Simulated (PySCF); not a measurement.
ClHOPb, SMILES [Pb]([OH])[Cl] (connectivity only; charge and spin as stated), neutral, multiplicity 1. Atoms are numbered in the order given.

```xyz
4

Pb     0.2525     0.3210     0.0000
Cl    -0.2830    -2.1031     0.0000
O     -1.7533     0.9417     0.0000
H     -1.8716     1.8994     0.0000
```
Charge 0, spin multiplicity 1.

The structure is a stationary point at B3LYP-D3(BJ)/def2-TZVP. The def2 effective core potentials stand for the cores of Pb; spin–orbit coupling is left out. One conformer was computed; it need not be the lowest.

Calculation: TDDFT-CAM-B3LYP/def2-SVPD (PySCF).

Vertical excitations. The molecule is in vacuum. State labels are in the subgroup Cs.

```csv
state,symmetry,energy (eV),λ (nm),f,main pairs
S1,A",4.00,310,0.022,HOMO→LUMO 98 %
S2,A",4.73,262,0.003,HOMO−2→LUMO 99 %
S3,A',4.88,254,0.011,HOMO−1→LUMO 88 %
S4,A',5.40,230,0.002,HOMO−3→LUMO 85 %
S5,A",5.56,223,0.000,HOMO−4→LUMO 97 %
S6,A',6.03,206,0.141,HOMO→LUMO+1 76 %
S7,A",6.26,198,0.019,HOMO−1→LUMO+1 85 %
S8,A',6.47,192,0.095,HOMO−2→LUMO+1 80 %
S9,A",6.54,190,0.004,"HOMO−1→LUMO+2 40 %, HOMO−3→LUMO+1 34 %, HOMO−3→LUMO+2 12 %, HOMO−1→LUMO+3 6 %"
S10,A',6.66,186,0.252,HOMO→LUMO+2 81 %
T1,A",3.39,366,0,HOMO→LUMO 94 %
T2,A',4.24,292,0,"HOMO−1→LUMO 73 %, HOMO−3→LUMO 25 %"
T3,A",4.61,269,0,HOMO−2→LUMO 95 %
T4,A',4.71,263,0,"HOMO−3→LUMO 73 %, HOMO−1→LUMO 25 %"
```
Triplets are in the Tamm–Dancoff approximation, which puts them higher than full response would, so one can lie above its singlet here.
